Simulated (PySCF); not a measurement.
Circular dichroism and optical rotation of `C=C[C@H]1OC[C@@H]1CC`, C₇H₁₂O

Theory: PySCF, TDDFT wB97X-D/def2-SVPD circular dichroism and optical rotation, one conformer, gas phase. Geometry: GFN2-xTB.

Input:
```
{"job": {"kind": "ecd", "xc": "wB97X-D", "basis": "def2-SVPD", "nstates": 16}, "charge": 0, "multiplicity": 1}
C      2.291194     1.653691    -0.068737
C      1.931718     0.455526     0.352853
C      0.941749    -0.414767    -0.342385
O      1.271660    -1.813628    -0.306284
C      0.042728    -2.157434     0.331020
C     -0.374121    -0.685480     0.426340
C     -1.666776    -0.275166    -0.257842
C     -1.855876     1.237065    -0.227723
H      2.989997     2.264037     0.476811
H      1.899542     2.075828    -0.980060
H      2.338576     0.037036     1.263057
H      0.784425    -0.080290    -1.375053
H     -0.590452    -2.769777    -0.319011
H      0.205554    -2.679114     1.278171
H     -0.347935    -0.296758     1.445947
H     -2.504593    -0.759932     0.250175
H     -1.656511    -0.623568    -1.293128
H     -1.021392     1.734806    -0.715322
H     -1.911502     1.593148     0.798192
H     -2.773132     1.515452    -0.740056
```
Coordinates are in Å.

Command: `OMP_NUM_THREADS=1 python excited_run.py task.json out`

**Question.** What does the run print?

**Answer.** H and L stand for HOMO and LUMO.
```
coarse grid: 16128 points
cycle   1  E = -348.6371249715  dE =  1.270e+00  |g| = 6.216e-01  |ddm| = 7.455e+00
cycle   2  E = -348.6227928212  dE =  1.433e-02  |g| = 7.359e-01  |ddm| = 2.222e+00
cycle   3  E = -348.7193454321  dE = -9.655e-02  |g| = 6.248e-02  |ddm| = 1.160e+00
cycle   4  E = -348.7201206714  dE = -7.752e-04  |g| = 2.628e-02  |ddm| = 1.834e-01
cycle   5  E = -348.7202959394  dE = -1.753e-04  |g| = 5.053e-03  |ddm| = 8.992e-02
cycle   6  E = -348.7203032826  dE = -7.343e-06  |g| = 1.292e-03  |ddm| = 2.215e-02
final grid: 154128 points
cycle   7  E = -348.7832675812  dE = -1.727e-04  |g| = 4.259e-03  |ddm| = 2.812e-01
cycle   8  E = -348.7832708194  dE = -3.238e-06  |g| = 3.345e-03  |ddm| = 3.281e-02
cycle   9  E = -348.7832727836  dE = -1.964e-06  |g| = 1.017e-03  |ddm| = 6.887e-03
cycle  10  E = -348.7832729946  dE = -2.110e-07  |g| = 2.857e-04  |ddm| = 3.409e-03
cycle  11  E = -348.7832730148  dE = -2.024e-08  |g| = 5.557e-05  |ddm| = 7.999e-04
cycle  12  E = -348.7832730162  dE = -1.386e-09  |g| = 1.923e-05  |ddm| = 2.570e-04
cycle  13  E = -348.7832730164  dE = -1.695e-10  |g| = 8.243e-06  |ddm| = 9.570e-05
converged SCF energy = -348.7832730164

Singlet excitations and rotatory strengths (1e-40 esu^2 cm^2)
state   eV       nm     f(len)   f(vel)    R(len)    R(vel)   main configurations
  1   6.5340   189.8  0.03118  0.03137   -10.068    -9.602   H->L 0.81, H-1->L 0.13
  2   7.1875   172.5  0.32601  0.32147   -49.310   -49.795   H-1->L 0.77, H->L 0.14
  3   7.5618   164.0  0.00830  0.00904   -31.398   -31.743   H->L+4 0.40, H->L+2 0.15, H->L+1 0.10
  4   7.7206   160.6  0.05100  0.06188    15.785    19.870   H->L+1 0.25, H-1->L+1 0.22, H->L+3 0.13
  5   7.8399   158.1  0.00137  0.00132     1.504     0.633   H->L+2 0.46, H->L+3 0.33
  6   8.0358   154.3  0.02867  0.03134    22.048    20.504   H->L+1 0.21, H->L+3 0.19, H-1->L+2 0.10
  7   8.1276   152.5  0.01751  0.01785   -18.460   -19.064   H-2->L 0.87
  8   8.2717   149.9  0.01020  0.01030    -0.426    -1.270   H-1->L+3 0.47, H-1->L+2 0.17, H->L+3 0.08
  9   8.3664   148.2  0.04080  0.04013    83.316    82.654   H-3->L 0.44, H-6->L 0.20
 10   8.4068   147.5  0.01275  0.01300     2.645     1.711   H-1->L+1 0.27, H->L+1 0.18, H-1->L+2 0.10
 11   8.5795   144.5  0.01403  0.01288   -33.886   -32.350   H-1->L+4 0.34, H-1->L+5 0.14, H-1->L+2 0.11
 12   8.6009   144.2  0.01810  0.01929   -31.500   -31.706   H-1->L+1 0.25, H-1->L+2 0.12, H-1->L+4 0.09
 13   8.7717   141.3  0.03661  0.03612   -43.402   -42.602   H-6->L 0.40, H-3->L 0.28
 14   8.9548   138.5  0.00856  0.00920    -3.725    -3.813   H->L+5 0.21, H->L+6 0.10, H->L+7 0.09
 15   9.0310   137.3  0.01383  0.01372    25.921    25.800   H-2->L+2 0.46, H-2->L+1 0.23
 16   9.0789   136.6  0.01573  0.01465     9.609     9.419   H->L+6 0.28, H->L+7 0.10, H->L+4 0.10

Specific rotation (deg / (dm g/mL))
    nm     length   length(OI)   velocity    alpha(len)  alpha(vel)
  633.0    -168.80    -169.22    -167.56       87.356     87.006
  589.3    -199.10    -199.59    -197.64       87.664     87.315
  546.0    -238.42    -239.00    -236.66       88.050     87.702
  436.0    -419.19    -420.17    -416.04       89.666     89.323
  405.0    -511.84    -513.02    -507.95       90.411     90.070
  365.0    -690.21    -691.74    -684.86       91.722     91.384
  355.0    -750.74    -752.38    -744.87       92.136     91.799
```

The molecule is flexible and this is one conformer; a measurement averages over conformers.

It took 120 s wall time on 1 thread of an Arm Neoverse V2, shared host, peak memory 1.2 GiB.
